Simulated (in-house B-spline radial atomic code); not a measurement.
RPA and G0W0 on B3LYP (VWN-RPA): Ba

Configuration [Xe] 6s2, mean-field start B3LYP (VWN-RPA). Computed with a B-spline radial code for spherical atoms: all electrons, scalar-relativistic (spin-free one-electron X2C), finite nucleus, each spin shell either full or empty, empty states to l = 9 with an (l + 1/2)⁻⁴ tail; G0W0 by contour deformation at full frequency.

Command:
```bash
python run_gw.py task.json out
```
Settings (radii: box in bohr, nucleus in fm):
```
Z                        56
electrons                56
configuration            [Xe] 6s2
hamiltonian              x2c
method                   b3lyp
lmax                     9
rms_radius               4.8378
spin_polarised           False
box_radius               40
intervals                72
ion_configuration        [Xe] 6s1
```

Run time, properties included: 17 s on 1 thread of Arm Neoverse N1, with other jobs on the host.

Energies (hartree):

| term | value |
| --- | --- |
| mean-field total | -8134.90887 |
| Hartree-Fock functional on these orbitals | -8131.64956 |
| direct second order | -5.0001 |
| second-order exchange | 1.3581 |
| SOSEX correction | 1.2564 |

What is the RPA correlation energy, and what remains with SOSEX?

RPA gives -4.3489 hartree (-2.11 eV per electron); RPA + SOSEX gives -3.0925, and the second-order doubles -3.642 hartree (no singles). SOSEX takes back 29 % of the RPA value.

Quasi-particle levels (eV):

```tsv
level	occupied	mean field	Σx - vxc	Σc	QP weight	G0W0
6s	yes	-3.584	-0.67	?	?	?
5d	no	-1.325	3.66	-2.46	0.714	-0.129
```

G0W0 = mean field + (Σx - vxc) + Σc, with Σc (partial-wave tail included) taken at the quasi-particle energy. Only the outer levels were computed. Levels of low weight are left out.

Where does G0W0 put 6s?

At -5.324 eV, with Σc = -1.07 eV and a quasi-particle weight of 0.828. The tabulated removal energy is 5.212 eV (NIST, measured); the calculation leaves out spin-orbit coupling, Breit and QED terms, and what these don't explain is the method's own error.

What does it cost to remove one electron (to [Xe] 6s1) by differences of total energies, each species on its own start (correlation terms add to the Hartree-Fock functional)?

B3LYP (VWN-RPA) 5.245 eV, Hartree-Fock functional 4.245 eV, + RPA 5.476 eV, + RPA + SOSEX 5.196 eV, + second order 5.919 eV. Tabulated: 5.212 eV (NIST, measured); the calculation leaves out spin-orbit coupling, Breit and QED terms, and what these don't explain is the method's own error.
